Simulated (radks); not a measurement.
Task: All-electron atom: the chlorine ion Cl10+ in [He] 2s2 2p2 3s1 (not the ground configuration). Calculated with a radial shooting solver on a logarithmic mesh with Libxc functionals: non-relativistic Kohn-Sham, RPBE, spin-polarised, spherical densities, point nucleus; open shells are filled with parallel spins first. Some entries of the table are withheld. Estimate them.

| orbital | occ. | eigenvalue (hartree) | <r^2> (bohr^2) | <1/r> (bohr^-1) |
|---|---|---|---|---|
| 1s up | 1 | (1) | 0.01114 | 16.59 |
| 1s down | 1 | (2) | 0.01108 | 16.62 |
| 2s up | 1 | -21.16076 | 0.1909 | 3.664 |
| 2s down | 1 | -20.65597 | 0.1945 | 3.618 |
| 2p up | 2 | -19.52746 | 0.1516 | 3.594 |
| 2p down | 0 | -18.93821 | 0.1555 | 3.560 |
| 3s up | 1 | -7.90747 | 1.160 | 1.432 |
| 3s down | 0 | -7.63576 | 1.161 | 1.438 |

Result: 
(1) 1s up eigenvalue (hartree): -116.0693
(2) 1s down eigenvalue (hartree): -115.8240
